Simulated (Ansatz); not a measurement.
Reaction (ligand exchange at the Sn–C bond): `N#[C][Sn]([F])([F])[Cl]` + HI → `[F][Sn]([F])([Cl])[I]` + `C#N`

Calculated with Ansatz (gas phase, PBE0-D4/def2-TZVP geometries, no zero-point term in ΔE). CCSD(T)/CBS adds triple-zeta CCSD(T) − MP2 to the extrapolated MP2 energy (def2 sets, frozen cores). This one scheme is used for every species. Functionals use def2-TZVPP. B3LYP here is the variant with VWN-RPA as its local correlation; programs differ in this. def2 core potentials past Kr. For I, Sn outer-core shells are correlated without core-valence functions, which leaves a few kJ/mol of doubt a bond.

`N#[C][Sn]([F])([F])[Cl]`:

Cartesian coordinates in Å:
```
N 2.295 0.858 -1.127
C 1.318 0.508 -0.629
Sn -0.446 -0.150 0.244
F -1.563 1.337 0.543
F -0.051 -0.851 1.948
Cl -1.554 -1.701 -0.979
```

HI:

Cartesian coordinates in Å:
```
I -0.470 0.533 -0.378
H 0.470 -0.533 0.378
```

`[F][Sn]([F])([Cl])[I]`:

Z-matrix (Å, degrees):
```
Sn
F 1 1.893
Cl 1 2.281 2 107.5
I 1 2.616 2 110.7 3 127.1
F 1 1.893 2 104.1 3 -113.9
```

`C#N`:

Cartesian coordinates in Å:
```
C -0.011 0.008 -0.021
N 0.509 -0.360 0.931
H -0.497 0.352 -0.909
```

```json
{"level": "LDA (SPW92)", "ΔE (kJ/mol)": "-111.9", "difference from CCSD(T)/CBS": "0.6"}
{"level": "BLYP-D4", "ΔE (kJ/mol)": "-113.1", "difference from CCSD(T)/CBS": "-0.6"}
{"level": "B97M-V", "ΔE (kJ/mol)": "-104.3", "difference from CCSD(T)/CBS": "8.2"}
{"level": "B3LYP-D4", "ΔE (kJ/mol)": "-114.4", "difference from CCSD(T)/CBS": "-1.9"}
{"level": "r2SCANh-D4", "ΔE (kJ/mol)": "-114.4", "difference from CCSD(T)/CBS": "-1.9"}
{"level": "BHLYP-D4", "ΔE (kJ/mol)": "-117.2", "difference from CCSD(T)/CBS": "-4.7"}
{"level": "revPBE", "ΔE (kJ/mol)": "-109.2", "difference from CCSD(T)/CBS": "3.3"}
{"level": "BLYP", "ΔE (kJ/mol)": "-109.8", "difference from CCSD(T)/CBS": "2.7"}
{"level": "PBE0", "ΔE (kJ/mol)": "-111.8", "difference from CCSD(T)/CBS": "0.7"}
{"level": "CCSD/def2-SVP", "ΔE (kJ/mol)": "-101.4", "difference from CCSD(T)/CBS": "11.1"}
{"level": "CCSD(T)/def2-SVP", "ΔE (kJ/mol)": "-100.2", "difference from CCSD(T)/CBS": "12.3"}
{"level": "HF/def2-QZVPP", "ΔE (kJ/mol)": "-109.3", "difference from CCSD(T)/CBS": "3.2"}
{"level": "MP2/def2-QZVPP", "ΔE (kJ/mol)": "-114.8", "difference from CCSD(T)/CBS": "-2.3"}
{"level": "HF/CBS(def2)", "ΔE (kJ/mol)": "-109.5", "difference from CCSD(T)/CBS": "3.0"}
{"level": "MP2/CBS(def2)", "ΔE (kJ/mol)": "-121.9", "difference from CCSD(T)/CBS": "-9.4"}
{"level": "CCSD/CBS(def2)", "ΔE (kJ/mol)": "-113.3", "difference from CCSD(T)/CBS": "-0.8"}
{"level": "CCSD(T)/CBS", "ΔE (kJ/mol)": "-112.5", "difference from CCSD(T)/CBS": "0"}
```

Task: What do rigid-rotor, harmonic-oscillator terms from PBE0-D4/def2-TZVP frequencies (298.15 K, 1 bar) make of the CCSD(T)/CBS value? (Best estimate.)

Result: Ansatz gave: ΔZPE = +10.3 kJ/mol, ΔH = -103.4 kJ/mol, ΔS = -2 J/(mol·K), ΔG = -102.9 kJ/mol.

Largest T1 diagnostic among the species: 0.014.

Leaving LDA and LC-ωPBE aside and taking each functional with its dispersion term where it has one, the values spread over 13.0 kJ/mol, from BHLYP-D4 to B97M-V. The D4 term adds −3.4 kJ/mol with B3LYP and −1.8 kJ/mol with PBE0; it sums over pairs of atoms, weighted by their polarisabilities, and B3LYP, whose exchange is more repulsive, gets the larger term.

CCSD(T)/CBS has its own doubt, a few kJ/mol and more with outer-core shells, so smaller differences from it don't rank the levels.
